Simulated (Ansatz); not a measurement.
Gas-phase electronic energies from Ansatz, PBE0-D4/def2-TZVP geometries. CCSD(T)/CBS adds triple-zeta CCSD(T) − MP2 to the extrapolated MP2 energy (def2 sets, frozen cores). This one scheme is used for every species. Functionals use def2-TZVPP. B3LYP here is the variant with VWN-RPA as its local correlation; programs differ in this. One conformer a species, not always the lowest.

Consider the cleavage of the Si–Si bond: `O=C[SiH2][SiH2][AlH2]` + HCl → `O=C[SiH2]Cl` + `[AlH2][SiH3]`.

```tsv
level	ΔE (kJ/mol)	difference from CCSD(T)/CBS
PBE-D4	-59.6	19.2
r2SCAN-D4	-71.9	6.9
PBE0-D4	-67.2	11.6
B3LYP-D4	-77.2	1.6
ωB97X-V	-81.8	-3.0
ωB97M-V	-85.0	-6.2
B2PLYP	-84.1	-5.3
PBE	-63.2	15.6
r2SCAN	-73.2	5.6
PBE0	-70.7	8.1
B3LYP	-82.8	-4.0
HF/def2-TZVPP	-104.4	-25.6
MP2/def2-TZVPP	-83.8	-5.0
SCS-MP2/def2-TZVPP	-88.0	-9.2
CCSD/def2-TZVPP	-80.5	-1.7
CCSD(T)/def2-TZVPP	-76.5	2.3
HF/def2-QZVPP	-105.0	-26.2
MP2/def2-QZVPP	-85.4	-6.6
SCS-MP2/def2-QZVPP	-89.5	-10.7
HF/CBS(def2)	-105.1	-26.3
MP2/CBS(def2)	-86.1	-7.3
CCSD/CBS(def2)	-82.9	-4.1
CCSD(T)/CBS	-78.8	0
```

Largest T1 diagnostic among the species: 0.016.

From PBE to PBE0 (25 % exact exchange), in def2-TZVPP and without D4, ΔE moves by −7.5 kJ/mol. The D4 term adds +5.5 kJ/mol with B3LYP and +3.5 kJ/mol with PBE0; it sums over pairs of atoms, weighted by their polarisabilities, and B3LYP, whose exchange is more repulsive, gets the larger term. In def2-TZVPP, CCSD(T) changes the Hartree–Fock value by +27.9 kJ/mol (the triples alone add +4.0 kJ/mol) and MP2 by +20.6 kJ/mol.
